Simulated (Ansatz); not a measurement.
Stretching the H–H spacing in H6 chain (multiplicity 1 held). Energies count from the point at 0.900 Å.
Geometry at that point (charge 0, multiplicity 1):
```xyz
6

H      0.00000     0.00000     0.00000
H      0.00000     0.00000     0.90000
H      0.00000     0.00000     1.80000
H      0.00000     0.00000     2.70000
H      0.00000     0.00000     3.60000
H      0.00000     0.00000     4.50000
```

Signs of static correlation in cc-pVTZ, with CASSCF(6,6), from Ansatz (an electronic-structure program) runs.

```
R (Å)  ⟨S²⟩ of UHF  weight of the CASSCF reference in MRCISD     CASSCF natural occupations
-----  -----------  ----------------------------------------  -----------------------------
0.700        0.000                                     0.973  1.99 1.98 1.96 0.05 0.02 0.01
0.800        0.000                                     0.972  1.99 1.97 1.94 0.06 0.02 0.01
0.900        0.000                                     0.972  1.98 1.97 1.92 0.09 0.03 0.01
1.100        0.502                                     0.973  1.96 1.94 1.87 0.14 0.06 0.03
1.300        1.069                                     0.976  1.93 1.89 1.79 0.22 0.10 0.06
1.500   (withheld)                                     0.980  1.88 1.83 1.69 0.33 0.17 0.11
1.800   (withheld)                                     0.987  1.76 1.68 1.51 0.50 0.32 0.23
2.100        2.657                                     0.993  1.59 1.50 1.35 0.66 0.50 0.40
2.500        2.889                                     0.998  1.37 1.30 1.19 0.81 0.70 0.63
3.000        2.974                                     1.000  1.19 1.15 1.09 0.91 0.85 0.81
3.600        2.996                                     1.000  1.08 1.06 1.04 0.96 0.94 0.92
```

### Question
Some entries are withheld; supply them.

### Answer

- 1.500, ⟨S²⟩ of UHF: 1.580
- 1.800, ⟨S²⟩ of UHF: 2.251

Doubts at one or more of the structures used: a restricted determinant that unrestricted orbitals would lower (R-CCSD(T)/cc-pVTZ); other coupled-cluster roots lie near (R-CCSD(T)/cc-pVTZ); T1 above 0.05 (R-CCSD(T)/cc-pVTZ, U-CCSD(T)/cc-pVTZ); a spin-contaminated determinant (U-CCSD(T)/cc-pVTZ); the program's own flag: large difference (U-CCSD(T)/cc-pVTZ).
